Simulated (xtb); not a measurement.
C5H11Si (SMILES [CH]=C[Si](C)(C)C), doublet, geometry from GFN2-xTB; GFN1-xTB run with xtb.

xtb was given this input:
```
$ xtb mol.xyz --gfn 1 --uhf 1 --ohess --json

# file mol.xyz
17

C      0.14448645     2.33517149    -1.12412862
C      0.65102697     1.50523725    -0.28117228
Si    -0.00433906    -0.27160853     0.14065850
C     -0.40943509    -0.31259644     2.00530085
C     -1.55808201    -0.65114497    -0.89294607
C      1.38929570    -1.51328348    -0.25771238
H     -0.69504943     2.32329597    -1.78512354
H      1.53767091     1.76376229     0.28640111
H     -0.77728748    -1.28958076     2.30547255
H     -1.17047554     0.41857297     2.26060601
H      0.46872598    -0.09488517     2.60575706
H     -2.34937526     0.06347837    -0.68864491
H     -1.34202296    -0.60894847    -1.95601165
H     -1.94597047    -1.64215993    -0.67545202
H      2.28238812    -1.30553916     0.32395847
H      1.08309078    -2.53141865    -0.03510036
H      1.66530009    -1.47436124    -1.30713062
```

The log (banner, timings and long lists left out):

```
   ID    Z sym.   atoms
    1    6 C      1, 2, 4-6
    2   14 Si     3
    3    1 H      7-17

           -------------------------------------------------
          |                Calculation Setup                |
           -------------------------------------------------

           -------------------------------------------------
          |                 G F N 1 - x T B                 |
           -------------------------------------------------

          ...................................................
          :                      SETUP                      :
          :.................................................:
          :  # basis functions                  52          :
          :  # atomic orbitals                  51          :
          :  # shells                           35          :
          :  # electrons                        35          :
          :  # halogen bonds                     0          :
          :  max. iterations                   250          :
          :  Hamiltonian                  GFN1-xTB          :
          :  restarted?                      false          :
          :  GBSA solvation                  false          :
          :  PC potential                    false          :
          :  electronic temp.          300.0000000     K    :
          :  accuracy                    1.0000000          :
          :  -> integral cutoff          0.2500000E+02      :
          :  -> integral neglect         0.1000000E-07      :
          :  -> SCF convergence          0.1000000E-05 Eh   :
          :  -> wf. convergence          0.2000000E-04 e    :
          :  Broyden damping             0.4000000          :
          :  net charge                          0          :
          :  unpaired electrons                  1          :
          ...................................................

 iter      E             dE          RMSdq      gap      omega  full diag
   1    -18.5075036 -0.185075E+02  0.818E+00    2.52       0.0  T
   2    -18.5159880 -0.848438E-02  0.495E+00    2.49       1.0  T
   3    -18.5164149 -0.426895E-03  0.316E-01    2.49       1.0  T
   4    -18.5168107 -0.395801E-03  0.763E-02    2.48       1.0  T
   5    -18.5169041 -0.934236E-04  0.271E-02    2.49       1.0  T
   6    -18.5169115 -0.742729E-05  0.914E-03    2.49       2.7  T
   7    -18.5169116 -0.418821E-07  0.991E-04    2.49      24.5  T
   8    -18.5169116 -0.528254E-08  0.161E-04    2.49     150.5  T
[...]
         :: total energy             -18.228674883748 Eh    ::
 * total energy  :   -18.2286749 Eh     change       -0.7606360E-11 Eh
 * total energy  :   -18.2301960 Eh     change       -0.1521106E-02 Eh
 * total energy  :   -18.2303730 Eh     change       -0.1770187E-03 Eh
 * total energy  :   -18.2304022 Eh     change       -0.2915125E-04 Eh
 * total energy  :   -18.2304208 Eh     change       -0.1865271E-04 Eh
 * total energy  :   -18.2304264 Eh     change       -0.5547943E-05 Eh
 * total energy  :   -18.2304298 Eh     change       -0.3461974E-05 Eh
   *** GEOMETRY OPTIMIZATION CONVERGED AFTER 7 ITERATIONS ***
         :: total energy             -18.230429822034 Eh    ::
[...]
       5    141.70    -0.82911 ( 98.47%)    -0.74781 (  1.53%)    -0.82787
       6    147.48    -0.80635 ( 98.70%)    -0.73597 (  1.30%)    -0.80544
       7    174.73    -0.71079 ( 99.33%)    -0.68577 (  0.67%)    -0.71063
       8    196.08    -0.64686 ( 99.58%)    -0.65162 (  0.42%)    -0.64688
       9    196.30    -0.64624 ( 99.58%)    -0.65129 (  0.42%)    -0.64627
      10    283.31    -0.45128 ( 99.90%)    -0.54263 (  0.10%)    -0.45136
   ------------------------------------------------------------------------

   temp. (K)  partition function   enthalpy   heat capacity  entropy
                                   cal/mol     cal/K/mol   cal/K/mol   J/K/mol
 298.15  VIB  0.205E+04             5042.137     30.519     31.280
         ROT  0.254E+06              888.752      2.981     27.712
         INT  0.522E+09             5930.889     33.500     58.993
         TR   0.956E+27             1481.254      4.968     39.677
         TOT                        7412.1429    38.4680    98.6696   412.8337

       T/K    H(0)-H(T)+PV         H(T)/Eh          T*S/Eh         G(T)/Eh
   ------------------------------------------------------------------------
    298.15    0.118120E-01    0.146438E+00    0.468811E-01    0.995571E-01
   ------------------------------------------------------------------------

         :::::::::::::::::::::::::::::::::::::::::::::::::::::
         ::                  THERMODYNAMIC                  ::
         :::::::::::::::::::::::::::::::::::::::::::::::::::::
         :: total free energy         -18.130872734857 Eh   ::
         ::.................................................::
         :: total energy              -18.230429822034 Eh   ::
         :: zero point energy           0.134626205049 Eh   ::
         :: G(RRHO) w/o ZPVE           -0.035069117872 Eh   ::
         :: G(RRHO) contrib.            0.099557087178 Eh   ::
         :::::::::::::::::::::::::::::::::::::::::::::::::::::

optimized geometry written to: xtbopt.xyz

           -------------------------------------------------
          | TOTAL ENERGY              -18.230429822034 Eh   |
          | TOTAL ENTHALPY            -18.083991615449 Eh   |
          | TOTAL FREE ENERGY         -18.130872734857 Eh   |
          | GRADIENT NORM               0.000188541447 Eh/α |
          | HOMO-LUMO GAP               2.466233913203 eV   |
           -------------------------------------------------

normal termination of xtb
```
